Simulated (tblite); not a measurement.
`N[SiH](N)N([SiH3])[SiH3]`. Structure optimised with GFN2-xTB, isolated species.

```
atom  x, y, z in Å
N1    -1.5091    1.6949   -0.1838
Si2   -0.7420    0.3176   -0.8712
N3    -1.8497   -0.9995   -1.0456
N4     0.6567   -0.0467    0.1231
Si5    1.4412    1.2265    1.0130
Si6    1.1747   -1.6996    0.2128
H7    -2.4063    1.9553   -0.5556
H8    -1.4941    1.8177    0.8140
H9    -0.3175    0.6551   -2.2289
H10   -2.3572   -1.3020   -0.2286
H11   -1.5231   -1.8107   -1.5441
H12    1.3647    2.4593    0.2360
H13    0.7783    1.3989    2.3167
H14    2.8320    0.8298    1.2323
H15    1.1558   -2.2735   -1.1366
H16    0.2648   -2.4761    1.0692
H17    2.5239   -1.7349    0.7673
```

Q: Where is the centre of mass (commonest isotopes), and what is the radius of gyration?

A: Mass 137.026 u; centre at (0.113, 0.031, -0.035) Å; Rg = √(Σ m r²/M) = 1.970 Å. As Ia + Ib + Ic = 2 Σ m r², the three principal moments sum to 1063.8 u·Å².

Q: What is the repulsion energy of the bare nuclei, Σ ZA·ZB/RAB?

A: 480.96 Eh over 136 pairs, with full nuclear charges and distances in bohr; the largest single term is 34.73 Eh (Si2 with Si6).

Q: What is the longest distance between nuclei?

A: H7···H17, 6.30 Å; the next longest distance is 5.80 Å.

Q: Work out the bond lengths N1–Si2, N1–H7, Si2–N4, N4–Si5, Si6–H17 in Å.

A: For N1–Si2 the difference vector is (0.7671, -1.3773, -0.6874) Å, of length 1.7199 Å. N1–Si2 1.720; N1–H7 1.005; Si2–N4 1.754; N4–Si5 1.740; Si6–H17 1.459 Å.

Q: How far apart are these pairs, which share no bond: Si2···H7, Si2···H16, Si5···H8, H7···H13, H8···H12, H8···H15, H8···H17?

A: Si2···H7 2.356 Å (2 bonds apart); Si2···H16 3.547 Å (3 bonds apart); Si5···H8 3.001 Å (4 bonds apart); H7···H13 4.325 Å (5 bonds apart); H8···H12 2.986 Å (5 bonds apart); H8···H15 5.250 Å (5 bonds apart); H8···H17 5.364 Å (5 bonds apart).

Q: Give the dihedral angles H9–Si2–N3–H10, Si2–N4–Si6–H17, H8–N1–Si2–H9, Si2–N4–Si5–H14, N3–Si2–N4–Si5, H7–N1–Si2–N3.

A: H9–Si2–N3–H10 -172° (antiperiplanar); Si2–N4–Si6–H17 165° (antiperiplanar); H8–N1–Si2–H9 -153° (antiperiplanar); Si2–N4–Si5–H14 -155° (antiperiplanar); N3–Si2–N4–Si5 -151° (antiperiplanar); H7–N1–Si2–N3 -46° (synclinal). Dihedral signs follow IUPAC: positive where, seen along the central bond, the front bond turns clockwise onto the rear one.

Q: How far are the heavy atoms from their best plane (unweighted least squares)?

A: 0.219 Å rms; N1 0.20, Si2 0.44, N3 0.17, N4 0.10, Si5 0.07, Si6 0.11 Å (magnitudes).

Q: What are the angles H7–N1–H8, Si2–N1–H7, Si5–N4–Si6, N4–Si5–H13, N4–Si5–H12, H15–Si6–H17, H16–Si6–H17?

A: From the scalar product of the two bond vectors; for H7–N1–H8 it is -0.3525 Å² over 1.0055 × 1.0054 Å², cos θ = -0.3486. H7–N1–H8 110.4°; Si2–N1–H7 117.2°; Si5–N4–Si6 122.4°; N4–Si5–H13 109.6°; N4–Si5–H12 108.8°; H15–Si6–H17 110.6°; H16–Si6–H17 109.7°.

Its lowest GFN2-xTB frequency is 11 cm⁻¹, too small to tell a flat minimum from a shallow saddle. The numbers are those of one conformer. 2 starts were optimised and ended at 0.00 and 0.49 kcal/mol (GFN2-xTB); the lowest of these is shown.

The numbers are calculated, not measured.
